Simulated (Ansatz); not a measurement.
Ba₂S₂, relaxed as a singlet with RKS r2SCAN-D4/def2-SVP in Ansatz, starting from the GFN1-xTB geometry. Force threshold 0.02 eV/Å.

In the def2 sets Ba takes a core potential; there is no spin–orbit coupling. The structure comes from a short search, and lower isomers may exist.

Start:

```xyz
4

Ba   -1.3108    0.9615   -1.0719
Ba    1.2940   -0.9700    1.0865
S     0.1473    1.5502    1.2059
S    -0.1305   -1.5416   -1.2206
```

```json
{"step": "1", "energy (eV)": "-23054.8060", "largest force component (eV/Å)": "0.784", "SCF passes": "29"}
{"step": "2 (rejected)", "energy (eV)": "-23054.7216", "largest force component (eV/Å)": "1.132", "SCF passes": "35"}
{"step": "3", "energy (eV)": "-23054.8535", "largest force component (eV/Å)": "0.072", "SCF passes": "30"}
{"step": "4", "energy (eV)": "-23054.8539", "largest force component (eV/Å)": "0.008", "SCF passes": "32"}
```

Force components are those of the run's own axes.

End:

```xyz
4

Ba   -1.349    0.999   -1.117
Ba    1.348   -0.999    1.118
S     0.138    1.530    1.201
S    -0.138   -1.530   -1.202
```

By distances, no bond broke or formed. The bond that changes most is Ba1–S3, from 2.77 to 2.81 Å (atoms count from 1). The end is the same structure that another start reached, the lowest one found.

No frequencies were taken in this run, so the end may be a saddle point.

Hardware: 4 threads of Arm Neoverse V1 on a shared host. Wall time 19 s.
